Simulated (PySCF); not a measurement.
C₄H₄F₂, SMILES FC1=CC[C@H]1F. Geometry: PBE-D3(BJ)/def2-SVP. The structure was generated by enumeration; whether it is a known compound was not checked.

Question: Give the equilibrium geometry at PBE-D3(BJ)/def2-SVP (PySCF confirms it by a frequency run) as Cartesian coordinates in Å. (Estimate from the structure and the level; the computed values follow.)

Answer: 
```xyz
10

F      1.8946    -0.5154    -0.2801
C      0.6620    -0.0264    -0.3640
C     -0.0870     0.4693    -1.3717
C     -1.2708     0.7234    -0.4445
C     -0.3408     0.2512     0.7258
F     -0.7890    -0.8230     1.4670
H      0.0887     0.6717    -2.4367
H     -2.1307     0.0351    -0.5740
H     -1.6372     1.7695    -0.3741
H     -0.0520     1.0641     1.4299
```
Charge 0, spin multiplicity 1.
